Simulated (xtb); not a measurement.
xtb job for C3H3BF2O, SMILES FB(F)C1=CCO1, GFN2-xTB. 

```
$ xtb mol.xyz --gfn 2 --ohess tight --chrg 0 --uhf 0 --json
$ cat mol.xyz
10

F      2.75170000    -0.85190000    -0.55230000
B      1.95980000     0.04050000     0.31790000
F      2.48830000     1.32850000     0.52930000
C      0.41470000     0.03930000     0.05980000
C     -0.65060000    -0.37920000     0.69230000
C     -1.52970000     0.05280000    -0.42660000
O     -0.31880000     0.46880000    -1.03110000
H     -0.86660000    -0.80890000     1.70990000
H     -2.00800000    -0.78150000    -1.02320000
H     -2.21460000     0.90670000    -0.14960000
```

Output:

```
[...]

         #    Occupation            Energy/Eh            Energy/eV
      -------------------------------------------------------------
         1        2.0000           -0.8342867             -22.7021
       ...           ...                  ...                  ...
         7        2.0000           -0.5777048             -15.7201
         8        2.0000           -0.5776561             -15.7188
         9        2.0000           -0.5675586             -15.4441
        10        2.0000           -0.5649672             -15.3735
        11        2.0000           -0.5532329             -15.0542
        12        2.0000           -0.5495873             -14.9550
        13        2.0000           -0.5212769             -14.1847
        14        2.0000           -0.5173489             -14.0778
        15        2.0000           -0.5090599             -13.8522
        16        2.0000           -0.4786130             -13.0237
        17        2.0000           -0.4768176             -12.9749
        18        2.0000           -0.4555180             -12.3953
        19        2.0000           -0.4158243             -11.3152 (HOMO)
        20                         -0.2912648              -7.9257 (LUMO)
        21                         -0.1623259              -4.4171
        22                         -0.0304695              -0.8291
        23                          0.0321004               0.8735
        24                          0.0753020               2.0491
        25                          0.1496946               4.0734
        26                          0.1562625               4.2521
        27                          0.2005176               5.4564
        28                          0.2337251               6.3600
        29                          0.4630465              12.6001
        30                          0.5201835              14.1549
        31                          0.6954290              18.9236
      -------------------------------------------------------------
                  HL-Gap            0.1245595 Eh            3.3894 eV
             Fermi-level           -0.3535445 Eh           -9.6204 eV

     #   Z          covCN         q      C6AA      α(0)
     1   9 F        0.723    -0.239    11.652     4.031
     2   5 B        2.347     0.509    20.568     8.662
     3   9 F        0.723    -0.256    11.837     4.063
     4   6 C        3.265     0.046    25.787     8.198
     5   6 C        2.999    -0.066    29.625     8.928
     6   6 C        4.203     0.076    19.226     6.227
     7   8 O        1.812    -0.279    18.609     5.825
     8   1 H        0.927     0.060     2.200     2.319
     9   1 H        0.925     0.074     2.039     2.233
    10   1 H        0.925     0.074     2.039     2.233

 Mol. C6AA /au·bohr⁶  :       1200.094387
 Mol. C8AA /au·bohr⁸  :      28943.886783
 Mol. α(0) /au        :         52.719403


Wiberg/Mayer (AO) data.
largest (>0.10) Wiberg bond orders for each atom

 ---------------------------------------------------------------------------
     #   Z sym  total        # sym  WBO       # sym  WBO       # sym  WBO
 ---------------------------------------------------------------------------
     1   9 F    1.201 --     2 B    1.097
     2   5 B    3.292 --     1 F    1.097     3 F    1.072     4 C    1.033
     3   9 F    1.175 --     2 B    1.072
     4   6 C    3.917 --     5 C    1.715     7 O    1.048     2 B    1.033
     5   6 C    3.972 --     4 C    1.715     6 C    1.038     8 H    0.971
                             7 O    0.133
     6   6 C    3.942 --     5 C    1.038     7 O    0.968     9 H    0.950
                            10 H    0.950
     7   8 O    2.179 --     4 C    1.048     6 C    0.968     5 C    0.133
     8   1 H    0.996 --     5 C    0.971
     9   1 H    0.994 --     6 C    0.950
    10   1 H    0.994 --     6 C    0.950
 ---------------------------------------------------------------------------

Topologies differ in total number of bonds
Writing topology from bond orders to xtbtopo.mol

molecular dipole:
                 x           y           z       tot (Debye)
 q only:       -1.215      -0.124       0.409
   full:       -1.275      -0.130       0.438       3.441
molecular quadrupole (traceless):
                xx          xy          yy          xz          yz          zz
 q only:       -1.264      -0.245       3.026      -0.311       0.587      -1.762
Molecule has the following symmetry elements: (sigma)
It seems to be the Cs point group
  q+dip:       -0.528      -0.255       3.965      -0.328       0.916      -3.437
   full:       -1.404      -0.394       5.028      -0.204       1.083      -3.624

           -------------------------------------------------
          |                Geometry Summary                 |
           -------------------------------------------------

      molecular mass/u    :      103.8632692
   center of mass at/Å    :        0.8610320       0.0659116      -0.0805485
  moments of inertia/u·Å² :        0.8163210E+02   0.2841210E+03   0.3625239E+03
rotational constants/cm⁻¹ :        0.2065074E+00   0.5933258E-01   0.4650075E-01

 * 10 selected distances

     #   Z          #   Z                                           value/Å
     1   9 F        2   5 B                                       1.3135458
     2   5 B        3   9 F                                       1.3203609
     2   5 B        4   6 C                                       1.5425390 (max)
     4   6 C        5   6 C                                       1.3541955
     5   6 C        6   6 C                                       1.4934882
     4   6 C        7   8 O                                       1.3923376
     6   6 C        7   8 O                                       1.4392592
     5   6 C        8   1 H                                       1.0679207 (min)
     6   6 C        9   1 H                                       1.0898387
     6   6 C       10   1 H                                       1.0898739

 * 5 distinct bonds (by element types)

   Z      Z             #   av. dist./Å        max./Å        min./Å
   1 H    6 C           3     1.0825444     1.0898739     1.0679207
   5 B    6 C           1     1.5425390     1.5425390     1.5425390
   6 C    6 C           2     1.4238419     1.4934882     1.3541955
   6 C    8 O           2     1.4157984     1.4392592     1.3923376
   5 B    9 F           2     1.3169534     1.3203609     1.3135458

           -------------------------------------------------
          |               Frequency Printout                |
           -------------------------------------------------
 projected vibrational frequencies (cm⁻¹)
eigval :       -0.00    -0.00    -0.00    -0.00     0.00     0.00
eigval :       70.66   122.83   158.14   342.54   416.88   426.04
eigval :      591.53   601.99   694.66   922.67   946.64   976.15
eigval :     1022.12  1056.66  1109.02  1165.31  1222.24  1288.11
eigval :     1330.06  1407.23  1600.57  2980.59  2990.72  3196.91
 reduced masses (amu)
   1: 13.67   2: 14.86   3: 15.13   4: 15.70   5: 13.15   6: 17.10   7: 14.87   8: 15.18
   9: 10.56  10: 16.81  11: 14.80  12:  9.62  13: 10.97  14: 16.26  15:  2.85  16:  6.17
  17:  8.26  18:  8.49  19: 13.26  20:  2.66  21:  7.37  22: 11.35  23:  8.39  24: 12.77
  25: 12.00  26:  2.28  27: 11.62  28:  2.02  29:  1.47  30:  1.95
 IR intensities (km·mol⁻¹)
   1:  1.17   2:  0.15   3:  0.92   4:  0.55   5:  0.54   6:  0.78   7:  2.32   8:  0.35
   9:  0.03  10:  9.28  11:  9.17  12: 79.67  13: 34.54  14: 18.23  15: 24.46  16:  4.70
  17: 23.16  18:  1.85  19: 39.60  20:  2.99  21: 68.11  22:199.53  23:  0.13  24:288.36
  25:409.91  26: 11.94  27:154.21  28:  8.73  29: 12.46  30:  5.97
 Raman intensities (Ä⁴*amu⁻¹)
   1:  0.00   2:  0.00   3:  0.00   4:  0.00   5:  0.00   6:  0.00   7:  0.00   8:  0.00
   9:  0.00  10:  0.00  11:  0.00  12:  0.00  13:  0.00  14:  0.00  15:  0.00  16:  0.00
  17:  0.00  18:  0.00  19:  0.00  20:  0.00  21:  0.00  22:  0.00  23:  0.00  24:  0.00
  25:  0.00  26:  0.00  27:  0.00  28:  0.00  29:  0.00  30:  0.00
 output can be read by thermo (or use thermo option).
 writing <g98.out> molden fake output.
 recommended (thermochemical) frequency scaling factor: 1.0
           -------------------------------------------------
          |             Thermodynamic Functions             |
           -------------------------------------------------

cs  symmetry found (for desy threshold:  0.10E+00) used in thermo

          ...................................................
          :                      SETUP                      :
Note: The following floating-point exceptions are signalling: IEEE_DENORMAL
normal termination of xtb
          :.................................................:
          :  # frequencies                          24      :
          :  # imaginary freq.                       0      :
          :  linear?                             false      :
          :  only rotor calc.                    false      :
          :  symmetry                               cs      :
          :  rotational number                       1      :
          :  scaling factor                  1.0000000      :
          :  rotor cutoff                   50.0000000 cm⁻¹ :
          :  imag. cutoff                  -20.0000000 cm⁻¹ :
          :.................................................:

    mode    ω/cm⁻¹     T·S(HO)/kcal·mol⁻¹    T·S(FR)/kcal·mol⁻¹   T·S(vib)
   ------------------------------------------------------------------------
       1     70.66    -1.23280 ( 79.96%)    -0.95379 ( 20.04%)    -1.17687
       2    122.83    -0.91097 ( 97.33%)    -0.79014 (  2.67%)    -0.90774
       3    158.14    -0.76683 ( 99.01%)    -0.71532 (  0.99%)    -0.76632
   ------------------------------------------------------------------------

   temp. (K)  partition function   enthalpy   heat capacity  entropy
                                   cal/mol     cal/K/mol   cal/K/mol   J/K/mol
 298.15  VIB   29.4                 2377.661     16.039     14.491
         ROT  0.222E+06              888.752      2.981     27.441
         INT  0.650E+07             3266.414     19.020     41.931
         TR   0.102E+28             1481.254      4.968     39.813
         TOT                        4747.6677    23.9879    81.7441   342.0173

       T/K    H(0)-H(T)+PV         H(T)/Eh          T*S/Eh         G(T)/Eh
   ------------------------------------------------------------------------
    298.15    0.756589E-02    0.682569E-01    0.388393E-01    0.294176E-01
   ------------------------------------------------------------------------

         :::::::::::::::::::::::::::::::::::::::::::::::::::::
         ::                  THERMODYNAMIC                  ::
         :::::::::::::::::::::::::::::::::::::::::::::::::::::
         :: total free energy         -22.719220409450 Eh   ::
         ::.................................................::
         :: total energy              -22.748638030028 Eh   ::
         :: zero point energy           0.060690986227 Eh   ::
         :: G(RRHO) w/o ZPVE           -0.031273365649 Eh   ::
         :: G(RRHO) contrib.            0.029417620578 Eh   ::
         :::::::::::::::::::::::::::::::::::::::::::::::::::::

optimized geometry written to: xtbopt.xyz


           -------------------------------------------------
          | TOTAL ENERGY              -22.748638030028 Eh   |
          | TOTAL ENTHALPY            -22.680381153657 Eh   |
          | TOTAL FREE ENERGY         -22.719220409450 Eh   |
          | GRADIENT NORM               0.000166501596 Eh/α |
          | HOMO-LUMO GAP               3.389436436150 eV   |
           -------------------------------------------------

------------------------------------------------------------------------
------------------------------------------------------------------------
 total:
 SCF:
 ANC optimizer:
 analytical hessian:
```

The run converged.

Cost: roughly 0.4 core-seconds.
